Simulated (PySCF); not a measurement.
**Calculated NMR parameters of C=C[C@@H]1CNN=C1C(C)C**

- Formula: C8H14N2
- SMILES: C=C[C@@H]1CNN=C1C(C)C
- Point group of the computed structure: C1
- Degrees of unsaturation: 3
- Carbon signals: 8
- Proton signals: 10

Numbering as in the mapped SMILES `[CH2:1]=[CH:2][C@@H:3]1[CH2:4][NH:5][N:6]=[C:7]1[CH:8]([CH3:9])[CH3:10]`. Each H is labelled by its parent atom. Ha(C4) is cis to C2 on the ring; Ha(C1) is cis to C3; Hb(C4) is trans to C2 on the ring; Hb(C1) is trans to C3.

PySCF 2.14 calculation with coordinates at the GFN2-xTB level and NMR shieldings at PBE0/pcSseg-1/GIAO; isolated molecule, rapidly exchanging positions averaged, no relativistic terms, one computed conformer.

Scale: 1H (σ = 31.72 ppm) and 13C (σ = 186.93 ppm) against TMS; NH3 for 15N (σ = 267.73 ppm) (reference shieldings calculated alike).

| carbon | δC, type | δH (multiplicity) | HMBC from (2–3 bonds) | span of the C tensor (ppm) |
| --- | --- | --- | --- | --- |
| C1 | 122.4, CH2 | Ha(C1) 5.44 (m); Hb(C1) 5.35 (m) | H(C2), H(C3) | 204 |
| C2 | 149.2, CH | 5.87 (m) | Ha(C1), Hb(C1), Hb(C4), H(C3), Ha(C4) | 222 |
| C3 | 59.5, CH | 3.46 (m) | H(C2), Ha(C1), Hb(C1), Hb(C4), Ha(C4), H(C8) | 42 |
| C4 | 55.7, CH2 | Hb(C4) 3.93 (m); Ha(C4) 3.21 (m) | H(C2), H(C3) | 62 |
| C7 | 156.9, C | – | H(C2), Hb(C4), H(C3), Ha(C4), H(C8), H(C10), H(C9) | 163 |
| C8 | 30.2, CH | 2.24 (m) | H(C3), H(C10), H(C9) | 19 |
| C9 | 26.1, CH3 | 1.07 (d) | H(C8), H(C10) | 39 |
| C10 | 24.0, CH3 | 1.25 (d) | H(C8), H(C9) | 38 |

Other nuclei:
| atoms | nucleus | environment | δ (ppm) | σ (ppm) |
| --- | --- | --- | --- | --- |
| H(N5) | 1H | hydrogen on a nitrogen bonded to O or N | 4.48 | 27.23 |
| N6 | 15N | imine nitrogen | 373.1 | -105.3 |
| N5 | 15N | nitrogen bonded to O or N | 140.8 | 127.0 |

- Carbon types of the structure: 1 × C, 3 × CH, 2 × CH2, 2 × CH3, leaving 1 H on heteroatoms.
- δC 156.9: C=N carbon.
- δC 149.2: alkene CH; an sp2 carbon of a C=C bond.
- δC 122.4: terminal =CH2 carbon; an sp2 carbon of a C=C bond.
- δC 55.7: sp3 CH2 bonded to N; deshielded by the electronegative neighbour.
- δH 5.87: hydrogen on an alkene CH; a vinylic proton, deshielded by the sp2 carbon and the C=C anisotropy.

OH and NH positions are those of a molecule without intermolecular hydrogen bonds; in solution they move with solvent, concentration and temperature, and exchange usually removes their couplings. Shifts are as computed. Against solution values, carbons near 30 ppm lie about +3 ppm off and those near 130 ppm about +5 ppm. Of 1211 compounds with measured shifts, 218 miss one by over three times the rms of a fit or turn the order of signals round; such compounds aren't used in these exercises. Experimental scales use liquid or dissolved standards, which lie at an offset from isolated NH3 (liquid NH3: subtract about 20 ppm). Unscaled 15N shifts of sp2 nitrogen come out 20 to 40 ppm too high even then. Multiplicities follow the n + 1 count of equivalent neighbours, as no J values were calculated; m marks all less simple cases, F and P coupling included.
